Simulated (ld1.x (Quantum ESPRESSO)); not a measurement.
Transferability test, TM semilocal potential for silver

ld1.x (Quantum ESPRESSO) 7.5 input, shortened:

```
&input
   title='Ag', zed=47., rel=1, dft='PBE', iswitch=3,
   config='[Kr] 4d8 5s0 5p0'
 /
 &inputp
   pseudotype=1, tm=.true., lloc=0,
   nlcc=.false.
 /
3
4P  2  1   6.00   0.00  1.40  1.40  0.0
4D  3  2   8.00   0.00  1.45  1.45  0.0
4S  1  0   2.00   0.00  1.55  1.55  0.0
 &test
   configts(1)='4s2 4p6 4d8 5s0 5p0'
 /
```

Energies are relative to the spin-unpolarised reference configuration 4s2 4p6 4d8 5s0 5p0; without spin polarisation the order of configurations can differ from experiment.

```
valence configuration  charge  ΔE all-electron (eV)  error AE − PS (meV)
 4s2 4p6 4d10 5s1 5p0       0               -66.064                +2110
 4s2 4p6 4d10 5s0 5p0      +1               -58.307                  +15
  4s2 4p6 4d9 5s0 5p0      +2               -36.193                 +8.3
  4s2 4p6 4d7 5s0 5p0      +4                51.716                 +2.8
 4s1 4p6 4d10 5s1 5p0      +1                35.989                +3257
```

Question: What are ΔE and the potential's error for 4s2 4p6 4d10 5s0.5 5p0?

Answer: ΔE = -63.048 eV all-electron; the error (AE − PS) is +1208 meV.

Question: What are ΔE and the potential's error for 4s2 4p5 4d10 5s1 5p0?

Answer: ΔE = -0.819 eV all-electron; the error (AE − PS) is +3318 meV.

Levels in the configuration 4s2 4p6 4d7 5s0 5p0:

```
level  all-electron (eV)  pseudo (eV)
   4s           -151.246     -151.233
   4p           -114.068     -114.037
   4d            -59.907      -59.883
```

These tests converged, but a pseudo level misses the all-electron one widely, so the file describes the atom poorly there or has found another state: 4s2 4p6 4d10 5s1 5p0: 5s by 1.5 eV; 4s2 4p6 4d10 5s0 5p0: empty 5s by 2.7 eV; 4s2 4p6 4d9 5s0 5p0: empty 5s by 3.8 eV; 4s2 4p6 4d10 5s0.5 5p0: 5s by 2.1 eV; 4s2 4p6 4d7 5s0 5p0: empty 5s by 6.8 eV (a node warning on the way); 4s2 4p5 4d10 5s1 5p0: 5s by 2.7 eV; 4s1 4p6 4d10 5s1 5p0: 5s by 2.8 eV.
